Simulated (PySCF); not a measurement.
## C₆ coefficients of unlike pairs at M06-2X

Calculated with PySCF 2.14 from the dipole response of each species, C₆(A,B) = (3/π) ∫ α_A(iu) α_B(iu) du, in atomic units, from isotropic polarisabilities. For ions this is the dispersion term alone; charge-induced terms of lower order in 1/R come first.

| species | configuration | basis | relativity | α (bohr³) | C₆ (like pair) |
| --- | --- | --- | --- | --- | --- |
| Ar | [Ar] (1S) | aug-cc-pCVTZ-DK (8s7p5d3f) | spin-free X2C | 11.04 | 64.15 |
| Ge⁺ | [Ar] 3d10 4s2 4p1 (2P) | aug-cc-pVTZ-DK (7s6p4d2f) | spin-free X2C | 18.26 | 99.82 |
| B²⁺ | [He] 2s1 (2S) | aug-cc-pCVTZ-DK with one added diffuse shell each of s, p, d, f type (8s7p5d3f) | spin-free X2C | 5.600 | 6.527 |

Q: Estimate C₆ for B²⁺ with Ge⁺.

A: The integral gives 25.18. The combination rule 2 C_A C_B / (C_A α_B/α_A + C_B α_A/α_B) gives 25.11 and the geometric mean 25.53.

No spin-orbit coupling is included.

The other pairs:

```tsv
pair	C₆
Ge⁺, Ar	77.30
B²⁺, Ar	18.74
```
